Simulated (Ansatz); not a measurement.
Job for Ansatz (an electronic-structure program): R-PBE/def2-TZVPP on CH8GeSi (SMILES [SiH3][CH2][GeH3]), a point of a torsion scan.

Ansatz 0.2 input:
```yaml
crystal:
  periodic: [false, false, false]
  atoms:
    - {symbol: Si, position_ang: [1.50720646, 0.65207990, -0.02010577]}
    - {symbol: C, position_ang: [0.24682391, -0.76853323, -0.09439116]}
    - {symbol: Ge, position_ang: [-1.62392662, -0.17846870, 0.07735445]}
    - {symbol: H, position_ang: [2.85367730, 0.08784799, -0.15650926]}
    - {symbol: H, position_ang: [1.24994696, 1.58477528, -1.12021743]}
    - {symbol: H, position_ang: [1.38976343, 1.35119228, 1.26170389]}
    - {symbol: H, position_ang: [0.45799876, -1.49633540, 0.68818026]}
    - {symbol: H, position_ang: [0.36234645, -1.29214284, -1.04356854]}
    - {symbol: H, position_ang: [-1.80718278, 1.27263677, -0.23856694]}
    - {symbol: H, position_ang: [-2.12746726, -0.36393339, 1.47580114]}
    - {symbol: H, position_ang: [-2.54523853, -0.95013453, -0.81945272]}
basis:
  gaussian:
    orbitals: def2-TZVPP
hamiltonian:
  xc: {name: PBE}
scf: {lower_state_search: off}
```

Output:

```
WARN ansatz: RAYON_NUM_THREADS=1 ignored (pool sized by the plan → 1); use --threads N
Functional definition: PBE
these checks for a lower state are left out or cut short: stability, starts, cluster_reference, orbital_swaps, neighbouring_geometries, increment
integrals: 0.17 GiB planned
1298 factors; their error is unknown
mean field: 1.09 GiB planned
mean field evaluation 1: about -65539.6975 eV, gradient 6.6e1 eV
mean field evaluation 2: about -65521.6159 eV, gradient 9.7e1 eV
mean field evaluation 4: about -65548.9945 eV, gradient 5.3e0 eV
mean field evaluation 8: about -65549.0377 eV, gradient 2.3e-1 eV
mean field evaluation 16: about -65549.0055 eV, gradient 2.1e-4 eV
mean field -65549.00554177 eV, -2408.8815229483 hartree, gradient 2.2e-6 eV, S^2 0.000000; 0 other end points of the search recorded, 0 dependent functions left out
reference -65549.00558779 eV, -2408.8815246395 hartree; 30, 30 occupied and 203, 203 virtual orbitals, 1298 factors
Total energy: -65549.00558779 eV, -2408.8815246395 hartree
Checks for a lower state left out: stability, starts, cluster_reference, orbital_swaps, neighbouring_geometries, increment
```

Self-consistency was reached.

Cost: very roughly 3.0 core-seconds.
